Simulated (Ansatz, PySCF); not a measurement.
Molecule: sum formula BPH₃, net charge 0, doublet state. It need not be the lowest isomer of its formula. 
Geometry from a B3LYP-D3(BJ)/def2-TZVP (Ansatz, a quantum-chemistry and plane-wave program) optimisation:
```xyz
5

B      0.0943    -0.3580    -1.2104
H     -0.6078     0.0790    -2.0676
H      0.8731    -1.2208    -1.4761
P     -0.1324     0.1823     0.5783
H      1.2493     0.1979     0.9212
```
Charge 0, spin multiplicity 2.

Dipole moments at this geometry, in debye (magnitudes).

```tsv
level	program	dipole (D)
SVWN5/def2-TZVPD	Ansatz	0.55
TPSS/def2-TZVPD	PySCF	0.54
M06-L/def2-TZVPD	PySCF	0.53
r2SCAN0/def2-TZVPD	Ansatz	0.59
PW6B95/def2-TZVPD	PySCF	0.50
MN15/def2-TZVPD	PySCF	0.52
HSE06/def2-TZVPD	Ansatz	…
CAM-B3LYP/def2-TZVPD	Ansatz	0.55
LC-wPBE/def2-TZVPD	Ansatz	0.65
CCSD(T)/aug-cc-pV(D+d)Z	Ansatz	…
```

Question: Complete the blanks.

Answer: 
- HSE06/def2-TZVPD, dipole (D): 0.56
- CCSD(T)/aug-cc-pV(D+d)Z, dipole (D): 0.51
